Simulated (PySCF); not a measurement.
C₇H₇, SMILES Cc1cccc[c]1, doublet, PBE0/def2-SVP optimised geometry.

```
14

C      1.65     1.92     0.00
C      0.89     0.63     0.00
C      1.50    -0.61     0.00
C      0.88    -1.84     0.00
C     -0.52    -1.84     0.00
C     -1.21    -0.63     0.00
C     -0.52     0.59     0.00
H      2.30     1.99     0.89
H      2.30     1.99    -0.89
H      0.98     2.79     0.00
H      1.44    -2.78     0.00
H     -1.07    -2.79     0.00
H     -2.30    -0.62     0.00
H     -1.08     1.53     0.00
```

Density from unrestricted PBE0/def2-TZVP in PySCF 2.14.0 at that geometry.

Minimum of the electron density along straight lines between bonded atoms, close to the bond critical point (lines longer than 1.1 times the sum of covalent radii, or with two minima, are not listed):

```json
[
 {"bond": "C1–C2", "length / Å": "1.502", "ρ at the minimum / e bohr⁻³": "0.257", "∇²ρ there / e bohr⁻⁵": "-0.67", "position (fraction from the first atom)": "0.49"},
 {"bond": "C2–C3", "length / Å": "1.384", "ρ at the minimum / e bohr⁻³": "0.318", "∇²ρ there / e bohr⁻⁵": "-0.92", "position (fraction from the first atom)": "0.49"},
 {"bond": "C3–C4", "length / Å": "1.374", "ρ at the minimum / e bohr⁻³": "0.323", "∇²ρ there / e bohr⁻⁵": "-0.95", "position (fraction from the first atom)": "0.51"},
 {"bond": "C4–C5", "length / Å": "1.403", "ρ at the minimum / e bohr⁻³": "0.307", "∇²ρ there / e bohr⁻⁵": "-0.87", "position (fraction from the first atom)": "0.50"},
 {"bond": "C5–C6", "length / Å": "1.394", "ρ at the minimum / e bohr⁻³": "0.316", "∇²ρ there / e bohr⁻⁵": "-0.92", "position (fraction from the first atom)": "0.50"},
 {"bond": "C2–C7", "length / Å": "1.406", "ρ at the minimum / e bohr⁻³": "0.306", "∇²ρ there / e bohr⁻⁵": "-0.87", "position (fraction from the first atom)": "0.50"},
 {"bond": "C6–C7", "length / Å": "1.396", "ρ at the minimum / e bohr⁻³": "0.314", "∇²ρ there / e bohr⁻⁵": "-0.92", "position (fraction from the first atom)": "0.50"},
 {"bond": "C1–H8", "length / Å": "1.101", "ρ at the minimum / e bohr⁻³": "0.271", "∇²ρ there / e bohr⁻⁵": "-0.91", "position (fraction from the first atom)": "0.64"},
 {"bond": "C1–H9", "length / Å": "1.101", "ρ at the minimum / e bohr⁻³": "0.271", "∇²ρ there / e bohr⁻⁵": "-0.91", "position (fraction from the first atom)": "0.64"},
 {"bond": "C1–H10", "length / Å": "1.099", "ρ at the minimum / e bohr⁻³": "0.273", "∇²ρ there / e bohr⁻⁵": "-0.92", "position (fraction from the first atom)": "0.64"},
 {"bond": "C4–H11", "length / Å": "1.094", "ρ at the minimum / e bohr⁻³": "0.278", "∇²ρ there / e bohr⁻⁵": "-0.98", "position (fraction from the first atom)": "0.65"},
 {"bond": "C5–H12", "length / Å": "1.093", "ρ at the minimum / e bohr⁻³": "0.279", "∇²ρ there / e bohr⁻⁵": "-0.98", "position (fraction from the first atom)": "0.65"},
 {"bond": "C6–H13", "length / Å": "1.093", "ρ at the minimum / e bohr⁻³": "0.280", "∇²ρ there / e bohr⁻⁵": "-0.98", "position (fraction from the first atom)": "0.65"},
 {"bond": "C7–H14", "length / Å": "1.095", "ρ at the minimum / e bohr⁻³": "0.278", "∇²ρ there / e bohr⁻⁵": "-0.97", "position (fraction from the first atom)": "0.65"}
]
```
